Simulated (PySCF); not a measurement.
SMILES [SeH][SiH2]Br, PBE/def2-SVP optimised geometry.

```
6

Se     1.61    -0.67     0.00
Si    -0.68    -0.67     0.00
Br    -1.61     1.38     0.00
H      1.67    -0.19     1.40
H     -1.22    -1.38     1.20
H     -1.06    -1.36    -1.27
```

Density from PBE/def2-TZVP (PySCF) at that geometry.

Minimum of the electron density along straight lines between bonded atoms, close to the bond critical point (lines longer than 1.1 times the sum of covalent radii, or with two minima, are not listed):

```
bond     length / Å  ρ at the minimum / e bohr⁻³  ∇²ρ there / e bohr⁻⁵  position (fraction from the first atom)
-------  ----------  ---------------------------  --------------------  ---------------------------------------
Se1–Si2       2.289                        0.091                   ___                                     0.64
Si2–Br3       2.248                        0.086                   ___                                     0.36
Se1–H4        1.486                        0.168                   ___                                     0.63
Si2–H5        1.499                        0.121                  0.11                                     0.49
Si2–H6        1.499                        0.121                  0.11                                     0.49
```

**Question.** What belongs in the gaps?

**Answer.** 
- Se1–Si2, ∇²ρ there / e bohr⁻⁵: -0.04
- Si2–Br3, ∇²ρ there / e bohr⁻⁵: 0.04
- Se1–H4, ∇²ρ there / e bohr⁻⁵: -0.29
